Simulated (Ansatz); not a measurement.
Consider the formal exchange of groups at a C–C bond: `B[CH]([GeH3])C=N` + `C=CC=C` → `C=CC=CC=N` + `B[CH2][GeH3]`.

Calculated with Ansatz (gas phase, PBE0-D4/def2-TZVP geometries, no zero-point term in ΔE). CCSD(T)/CBS is the MP2 limit (def2-TZVPP, def2-QZVPP) plus CCSD(T) − MP2 in def2-TZVPP, frozen cores. Functionals use def2-TZVPP. For Ge outer-core shells are correlated without core-valence functions, which leaves a few kJ/mol of doubt a bond. Scalar relativity is left out up to krypton. Each species was taken in one conformer, which may not be the lowest.

Is it downhill or uphill in electronic energy at CCSD(T)/CBS, and by how much? (An estimate is asked.)

The calculation gave: Downhill: ΔE = -4.9 kcal/mol.

What do these levels give: PBE0-D4, PBE, r2SCAN, MP2/def2-QZVPP, SCS-MP2/def2-QZVPP, MP2/CBS(def2)? (Estimate.)

Computed: PBE0-D4 -5.9, PBE -6.6, r2SCAN -6.8, MP2/def2-QZVPP -5.2, SCS-MP2/def2-QZVPP -5.7, MP2/CBS(def2) -5.2 kcal/mol.

Largest T1 diagnostic among the species: 0.013.

The D4 term adds +1.2 kcal/mol with B3LYP and +0.6 kcal/mol with PBE0; it sums over pairs of atoms, weighted by their polarisabilities, and B3LYP, whose exchange is more repulsive, gets the larger term. In def2-TZVPP, CCSD(T) changes the Hartree–Fock value by +3.3 kcal/mol (the triples alone add +0.2 kcal/mol) and MP2 by +3.1 kcal/mol.

B3LYP here is the variant with VWN-RPA as its local correlation; programs differ in this.
